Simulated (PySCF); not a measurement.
Mg(H)(iPr) (C₃H₈Mg), SMILES C[CH](C)[MgH].

Geometry: r2SCAN-D4/def2-SVP. The structure was generated by enumeration; whether it is a known compound was not checked.

Two levels are set side by side: PBE/def2-TZVP (PySCF) and CAM-B3LYP/def2-TZVP (PySCF). Same geometry, gas phase. Differences are taken from unrounded values.

| quantity | CAM-B3LYP | PBE | PBE minus CAM-B3LYP |
|---|---|---|---|
| orbital gap (eV) | 7.78 | 3.92 | -3.85 |
| highest occupied level (eV) | -7.40 | -4.98 | 2.42 |
| lowest empty level (eV) | 0.38 | -1.05 | -1.43 |
| dipole moment (D) | 0.44 | 0.50 | 0.06 |
| mean polarisability (bohr³) | 68.7 | 74.0 | 5.3 |

PBE's occupied levels lie high since its potential decays too fast outside the molecule; exact exchange lowers them and widens the gap. Loosely held outer electrons make PBE densities more polarisable. Differences between two approximate levels are no errors against the true value.

Rough cost on one machine, each run with all the roots and properties that it gave: CAM-B3LYP against PBE within a factor of 2.
